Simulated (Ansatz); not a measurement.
```yaml
crystal:
  periodic: [false, false, false]
  atoms:
    - {symbol: C, position_ang: [-0.524394, 2.248866, 0.158207]}
    - {symbol: C, position_ang: [-0.525428, 0.744698, 0.363194]}
    - {symbol: Sb, position_ang: [1.455407, -0.117756, 0.069119]}
    - {symbol: Si, position_ang: [0.588521, -2.532735, -0.070342]}
    - {symbol: H, position_ang: [-1.518030, 2.671290, 0.337610]}
    - {symbol: H, position_ang: [-0.235988, 2.514257, -0.862056]}
    - {symbol: H, position_ang: [0.171663, 2.749257, 0.836455]}
    - {symbol: H, position_ang: [-0.818503, 0.484475, 1.383076]}
    - {symbol: H, position_ang: [-1.217574, 0.247218, -0.317171]}
    - {symbol: H, position_ang: [1.390888, 0.025444, -1.636425]}
    - {symbol: H, position_ang: [1.627817, -3.422488, -0.654082]}
    - {symbol: H, position_ang: [-0.647624, -2.629393, -0.894202]}
    - {symbol: H, position_ang: [0.273643, -3.017834, 1.301316]}
basis:
  gaussian: {orbitals: ANO-RCC-VTZP, fitting: {mean_field: cc-pVTZ-jkfit}}
hamiltonian: {xc: {name: B97M-V}, pseudopotentials: {relativity: none}}
output: {forces: true}
```

```sh
$ ansatz run in.yaml --threads 4 --pin off --events-out ev --progress --plain --max-ram 10444MiB
```

Task: How does Ansatz answer? (Estimate.)

Result: Computed: The program refused the input.
```
Functional definition: B97M-V
Error: <dir> the basis set cc-pVTZ-JKFIT has no functions for Sb
```
